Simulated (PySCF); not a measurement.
Cards and structures have been mixed up. Pair them.

Structures:
1. `C1(C=C([CH]CC=1F)F)Cl` [radical]
2. `CC(=O)C#C[SiH2][Si@H]([SiH3])P`
3. `C=C[C@](C=O)(C[SiH3])C(F)F`
4. `FC1(F)C=C[C@@H]2C[C@@H]21`

Card P (geometry GFN2-xTB):
* Rotational constants A, B, C: 1.608, 0.307, 0.277 GHz
* Isotropic shieldings of nuclei other than C and H, by class (GIAO PBE0/pcSseg-1): -378 (1 O), 440 (1 Si), 446 (1 Si), 461 (1 Si), 622 (1 P) ppm
* HOMO energy (PBE0/pcSseg-1): -7.59 eV
* 13C chemical shifts (computed TMS as zero) by class (GIAO PBE0/pcSseg-1): 187.9 (1 C), 113.6 (1 C), 95.4 (1 C), 36.4 (1 C) ppm

Card Q (geometry GFN2-xTB):
- Rotational constants A, B, C: 2.182, 1.038, 0.706 GHz
- Isotropic g value (unrestricted B3LYP/pcH-1, mean-field spin–orbit): 2.00262
- Point group: Cs
- Largest isotropic hyperfine couplings (means over sets of like nuclei) (unrestricted B3LYP/pcH-1, mean-field spin–orbit): 1H +150.1 (×2), 19F +54.9, 13C +48.4, 13C -42.8, 13C -42.7 MHz

Card R (geometry GFN2-xTB):
* Rotational constants A, B, C: 3.506, 2.054, 1.790 GHz
* Static isotropic polarisability (CAM-B3LYP/def2-SVPD): 63.7 au
* Dipole moment (CAM-B3LYP/def2-SVPD): 3.18 D
* Point group: C1
* Lowest triplet excitation (Tamm–Dancoff) (TDA CAM-B3LYP/def2-SVPD): 4.12 eV

Card S (geometry GFN2-xTB):
- Rotational constants A, B, C: 1.295, 1.018, 0.768 GHz
- 13C chemical shifts (computed TMS as zero) by class (GIAO PBE0/pcSseg-1): 201.0 (1 C), 143.8 (1 C), 128.1 (1 C), 126.8 (1 C), 61.9 (1 C), 17.5 (1 C) ppm
- Dipole moment (PBE0/pcSseg-1): 3.03 D
- Point group: C1

All species are isolated and taken at one optimised geometry, non-relativistic unless stated; the electronic structure was computed with PySCF and density fitting. Hyperfine couplings of like nuclei are means over topologically equivalent atoms, whose single values can differ widely in one geometry; on GFN2-xTB geometries they can lie far from the values at a DFT minimum. NMR classes are plain means over equivalent atoms (diastereotopic ones count apart unless rotation or inversion swaps them), as if these changed places fast.

Task: Which card belongs to which structure?

Result: P = 2, Q = 1, R = 4, S = 3. What ties each card to its structure:
- 1 (card Q), C6H4ClF2, monoisotopic mass 149.0 u, 9 heavy atoms: point group Cs; an asymmetric top with C = 0.706 GHz; an open shell with its largest isotropic coupling to 1H.
- 2 (card P), C4H11OPSi3, monoisotopic mass 190.0 u, 9 heavy atoms: 4 C in 4 classes; the least shielded carbon (187.9 ppm) is a ketone carbonyl carbon; an asymmetric top with C = 0.277 GHz, the lowest such constant on the cards.
- 3 (card S), C6H10F2OSi, monoisotopic mass 164.0 u, 10 heavy atoms: 6 C in 6 classes; the least shielded carbon (201.0 ppm) is an aldehyde carbon; an asymmetric top with C = 0.768 GHz; dipole 3.03 D.
- 4 (card R), C6H6F2, monoisotopic mass 116.0 u, 8 heavy atoms: an asymmetric top with C = 1.790 GHz, the highest such constant on the cards; polarisability 63.7 au for 60 electrons; dipole 3.18 D.
